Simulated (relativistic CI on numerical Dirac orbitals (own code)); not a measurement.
**Sr+: q coefficients and field-shift factors**

Calculated at this level of theory: Dirac-Coulomb-Breit CI, separate exchange-only KLI orbitals for each configuration, valence Slater integrals scaled by 0.85, P86 correlation energy added to each configuration, derivatives by finite differences, QED left out (own radial code, finite nucleus).

CI space (outside the closed core [Kr]): 5s, 4d, 5p, 6s, 5d, 6p, 4f, 7s. Levels of other configurations are missing.

With x = (α/α₀)² − 1 an excitation energy changes as ω = ω₀ + qx; K = 2q/ω₀ is the relative enhancement. Terms are leading LS components, so labels can repeat. The field-shift factor is F = δν/δ⟨r²⟩ for the transition from the lowest level.

Lowest level 5s 2S_1/2.

```csv
Level,ω₀ (cm⁻¹),q (cm⁻¹),F (GHz/fm²)
4d 2D_3/2,13790.0,2837,-1.54
4d 2D_5/2,13926.0,2937,-1.53
5p 2P°_1/2,22344.7,750.2,-1.17
5p 2P°_3/2,23009.3,1441,-1.17
6s 2S_1/2,45878.7,906.8,-0.702
5d 2D_3/2,50925.9,1589,-1.16
5d 2D_5/2,50987.7,1643,-1.15
6p 2P°_1/2,54013.3,1133,-1.08
6p 2P°_3/2,54250.6,1379,-1.08
4f 2F°_7/2,60831.6,1349,-1.06
4f 2F°_5/2,60834.0,1351,-1.06
7s 2S_1/2,63025.6,1151,-0.878
```

Correlation outside the listed configurations is missing or only estimated: errors of thousands of cm⁻¹ between configurations and terms are usual at this charge. Rates and lifetimes follow the computed energies and can be off by large factors. The fine structure of a lone outer electron comes out too small, for d and f at times inverted, and misplaced configurations move strength between like terms.

(1) Which transition from the lowest level has the largest |K|?

Answers

(1) 4d 2D_5/2 at 13926.0 cm⁻¹, K = 0.422.
